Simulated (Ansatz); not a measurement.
Reaction (ligand exchange at a Mg–F bond): `C[N](C)[Mg][F]` + dimethylamine → `C[N](C)[Mg][N](C)C` + H–F

Gas-phase electronic energies from Ansatz, PBE0-D4/def2-TZVP geometries. CCSD(T)/CBS adds triple-zeta CCSD(T) − MP2 to the extrapolated MP2 energy (def2 sets, frozen cores). This one scheme is used for every species. Functionals use def2-TZVPP. B3LYP here is the variant with VWN-RPA as its local correlation; programs differ in this. HSE06 is defined as in plane-wave codes. For Mg outer-core shells are correlated without core-valence functions, which leaves a few kJ/mol of doubt a bond. One conformer a species, not always the lowest.

`C[N](C)[Mg][F]`:

Cartesian coordinates in Å:
```
C -0.891 0.371 -0.909
N 0.210 -0.018 -0.068
C -0.243 -0.283 1.272
Mg 2.003 -0.156 -0.642
F 3.669 -0.285 -1.175
H -1.394 1.283 -0.545
H -1.667 -0.411 -0.970
H -0.565 0.575 -1.936
H -0.716 0.600 1.736
H 0.583 -0.582 1.928
H -0.990 -1.094 1.308
```

`CNC`:

```xyz
10

C    -0.305   -0.989    0.625
N     0.556   -0.309   -0.316
C     0.077    1.009   -0.660
H     0.127   -1.954    0.897
H    -1.275   -1.182    0.156
H    -0.495   -0.420    1.552
H     1.493   -0.247    0.060
H    -0.872    0.923   -1.197
H     0.789    1.502   -1.326
H    -0.095    1.666    0.210
```

`C[N](C)[Mg][N](C)C`:

Cartesian coordinates in Å:
```
C 1.799 -2.237 -0.722
N 0.457 -1.770 -0.499
C -0.489 -2.833 -0.707
Mg 0.000 0.000 0.000
N -0.457 1.770 0.499
C -0.745 2.833 -0.426
C -0.565 2.237 1.855
H 2.075 -3.063 -0.043
H 1.947 -2.617 -1.748
H 2.535 -1.440 -0.568
H -0.447 -3.239 -1.732
H -0.318 -3.687 -0.027
H -1.519 -2.496 -0.541
H -0.667 2.496 -1.466
H -1.763 3.240 -0.297
H -0.053 3.687 -0.314
H -0.350 1.440 2.575
H 0.135 3.063 2.072
H -1.575 2.616 2.089
```

H–F:

Z-matrix (Å, degrees):
```
F
H 1 0.920
```

```
          level  ΔE (kJ/mol)  difference from CCSD(T)/CBS
        PBE0-D4        134.0                          4.1
       B3LYP-D4        138.9                          9.0
     r2SCANh-D4        139.0                          9.1
       HSE06-D4        133.4                          3.5
          HSE06        137.7                          7.8
        LC-ωPBE        147.4                         17.5
  CCSD/def2-SVP        146.7                         16.8
  HF/def2-TZVPP        154.9                         25.0
 MP2/def2-TZVPP        128.6                         -1.3
CCSD/def2-TZVPP        133.0                          3.1
    CCSD(T)/CBS        129.9                            0
```

Largest T1 diagnostic among the species: 0.011.

The D4 term adds −7.5 kJ/mol with B3LYP and −4.4 kJ/mol with PBE0; it sums over pairs of atoms, weighted by their polarisabilities, and B3LYP, whose exchange is more repulsive, gets the larger term. At CCSD(T), def2-SVP lies +13.2 kJ/mol from the extrapolated value and def2-TZVPP −1.0 kJ/mol. In def2-TZVPP, CCSD(T) changes the Hartree–Fock value by −26.0 kJ/mol (the triples alone add −4.1 kJ/mol) and MP2 by −26.2 kJ/mol.
